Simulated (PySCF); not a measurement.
# ³¹P chemical shifts

How the numbers were obtained: σ from GIAO-PBE0/pcSseg-1, GFN2-xTB structure, in PySCF 2.14 (single conformer, non-relativistic Hamiltonian, no solvent model, one averaged value for each set of equivalent atoms).

Shieldings were converted by a linear fit to measured shifts: ³¹P: δ = 270.09 − 0.828σ (rms 18.1 ppm, 64 shifts vs H3PO4, solution or neat liquid). Occasional misses reach two or three times the rms, and more in compound classes unlike the fitted ones.

**Question.** Give the ³¹P shifts of `C[SiH2]P`, `Fc1cpccp1`, `COc1nccpc1F`.

**Answer.** 
```
                                compound                                         environment  δ (ppm)
                                C[SiH2]P                        phosphorus bonded to Si, 2 H   -245.4
[F:1][c:2]1[cH:3][p:4][cH:5][cH:6][p:7]1  P4: phosphorus bonded to 2 C, in a 6-membered ring    231.4
[F:1][c:2]1[cH:3][p:4][cH:5][cH:6][p:7]1  P7: phosphorus bonded to 2 C, in a 6-membered ring    173.7
                             COc1nccpc1F      phosphorus bonded to 2 C, in a 6-membered ring    184.4
```

**Question.** Order these by ³¹P shift, lowest first.
A. FP(F)[SiH3]
B. Fc1ccc(Cl)cp1
C. CC(=O)c1cpcs1
D. C[SiH2]P
E. CC(=O)c1pccs1
F. [SiH3]CP

**Answer.** D (-245.4 ppm, phosphorus bonded to Si, 2 H), F (-136.5 ppm, phosphorus bonded to C, 2 H), B (158.7 ppm, phosphorus bonded to 2 C, in a 6-membered ring), C (202.6 ppm, phosphorus bonded to 2 C, in a 5-membered ring), E (246.7 ppm, phosphorus bonded to 2 C, in a 5-membered ring), A (316.0 ppm, phosphorus bonded to 2 F, Si).
